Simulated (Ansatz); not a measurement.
```yaml
crystal:
  periodic: [false, false, false]
  atoms:
    - {symbol: C, position_ang: [0.092064, 0.258382, -0.959200]}
    - {symbol: N, position_ang: [0.005778, 0.031140, -0.137531]}
    - {symbol: C, position_ang: [-0.599585, 0.506153, 0.275423]}
    - {symbol: Al, position_ang: [0.608728, -0.710016, 0.407780]}
    - {symbol: O, position_ang: [0.608356, -0.935414, 1.337674]}
    - {symbol: H, position_ang: [0.282641, 0.996187, -1.228423]}
    - {symbol: H, position_ang: [0.632375, -0.172051, -1.241606]}
    - {symbol: H, position_ang: [-0.567129, 0.135163, -1.283247]}
    - {symbol: H, position_ang: [-0.545298, 1.343471, 0.276140]}
    - {symbol: H, position_ang: [-0.643666, 0.410658, 0.911386]}
    - {symbol: H, position_ang: [-1.394749, 0.413869, 0.008548]}
    - {symbol: H, position_ang: [1.247750, -1.375305, -0.162922]}
    - {symbol: H, position_ang: [0.183917, -0.810817, 1.993421]}
basis:
  gaussian: {orbitals: cc-pVTZ, point_charges: [{charge: 0.50, position_ang: [5.095, 0.139, -0.830]}]}
magnetization: {spin_polarized: true, initial_magnetization: 2}
hamiltonian: {xc: {name: BHLYP}, dispersion: d3bjatm}
```

```sh
$ ansatz run in.yaml --threads 4 --pin off --events-out ev --progress --plain --max-ram 10444MiB
```

It prints (some lines left out):

```
Functional definition: BHLYP
1577 factors; their error is unknown
mean field evaluation 1: about -12147.8133 eV, gradient 1.3e2 eV
mean field evaluation 2: about -11919.6348 eV, gradient 2.3e2 eV
mean field evaluation 4: about -12197.4116 eV, gradient 3.3e1 eV
mean field evaluation 8: about -12201.1405 eV, gradient 4.0e-1 eV
mean field evaluation 16: about -12201.2285 eV, gradient 1.1e-2 eV
mean field evaluation 32: about -12201.2285 eV, gradient 2.8e-5 eV
mean field -12201.22851004 eV, -448.3868774544 hartree, gradient 2.8e-5 eV, S^2 2.004388; 4 other end points of the search recorded, 0 dependent functions left out
reference -12201.22868861 eV, -448.3868840165 hartree; 25, 23 occupied and 241, 243 virtual orbitals, 1577 factors
Total energy: -12201.68565643 eV, -448.4036772741 hartree
```

In this input the geometry is squeezed to about two thirds of its size. Self-consistency was reached. The result belongs to that input, not to the molecule as meant.
